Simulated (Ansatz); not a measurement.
Consider the substitution at a C–N bond: `CNBS` + `[CH3][SnH]([NH2])[OH]` → `C[O][SnH]([CH3])[NH2]` + `NBS`.

Computed with Ansatz on PBE0-D4/def2-TZVP structures; ΔE is electronic, products minus reactants. CBS: MP2 limit from def2 TZ/QZ plus the TZ coupled-cluster correction, frozen cores. Functionals use def2-TZVPP. Elements past krypton have def2 core potentials. For Sn outer-core shells are correlated without core-valence functions, which leaves a few kJ/mol of doubt a bond. One conformer a species, not always the lowest.

`CNBS`:

Z-matrix (Å, degrees):
```
C
N 1 1.444
H 1 1.095 2 111.6
H 1 1.094 2 111.6 3 121.2
H 1 1.090 2 109.1 3 -119.4
B 2 1.389 1 125.8 3 119.3
H 2 1.009 1 114.1 3 -60.7
S 6 1.820 2 119.9 1 -180.0
H 6 1.195 2 119.9 1 0.0
H 8 1.339 6 96.2 2 -180.0
```

`[CH3][SnH]([NH2])[OH]`:

```xyz
11

C     0.371   -1.717    0.147
Sn   -0.113    0.231   -0.552
N    -1.007    1.446    0.795
O     1.655    1.045   -0.849
H     0.864   -1.636    1.116
H    -0.528   -2.325    0.247
H     1.053   -2.193   -0.558
H    -1.039    0.328   -1.989
H    -0.893    1.192    1.766
H    -1.986    1.630    0.624
H     1.624    1.999   -0.747
```

`C[O][SnH]([CH3])[NH2]`:

Cartesian coordinates in Å:
```
C -0.862 -0.256 2.155
O -0.414 0.669 1.204
Sn -0.314 0.149 -0.704
C 1.368 -1.131 -0.946
N -0.021 1.836 -1.763
H -0.936 0.245 3.126
H -0.174 -1.107 2.277
H -1.857 -0.664 1.919
H -1.840 -0.511 -1.108
H 1.237 -2.038 -0.356
H 1.484 -1.399 -1.996
H 2.265 -0.613 -0.605
H -0.775 2.505 -1.677
H 0.839 2.315 -1.529
```

`NBS`:

Cartesian coordinates in Å:
```
N 0.535 -0.877 0.578
B 0.042 0.073 -0.311
S -1.165 1.306 0.255
H 0.267 -0.939 1.546
H 1.203 -1.572 0.297
H 0.414 0.076 -1.445
H -1.296 1.933 -0.921
```

Q: Is it downhill or uphill in electronic energy at CCSD(T)/CBS, and by how much? (An estimate is asked.)

A: Computed: Uphill: ΔE = +6.5 kcal/mol.

Q: What do these levels give: PBE-D4, r2SCAN-D4, PBE0-D4, ωB97X-V, PBE, PBE0, HF/def2-TZVPP, MP2/def2-TZVPP, CCSD/def2-TZVPP, CCSD(T)/def2-TZVPP, HF/def2-QZVPP, MP2/CBS(def2)? (Best estimate.)

A: Computed: PBE-D4 6.2, r2SCAN-D4 5.9, PBE0-D4 6.4, ωB97X-V 5.8, PBE 6.5, PBE0 6.6, HF/def2-TZVPP 5.1, MP2/def2-TZVPP 6.9, CCSD/def2-TZVPP 6.2, CCSD(T)/def2-TZVPP 6.3, HF/def2-QZVPP 5.1, MP2/CBS(def2) 7.2 kcal/mol.

Largest T1 diagnostic among the species: 0.012.

In def2-TZVPP, CCSD(T) changes the Hartree–Fock value by +1.2 kcal/mol (the triples alone add +0.0 kcal/mol) and MP2 by +1.8 kcal/mol.
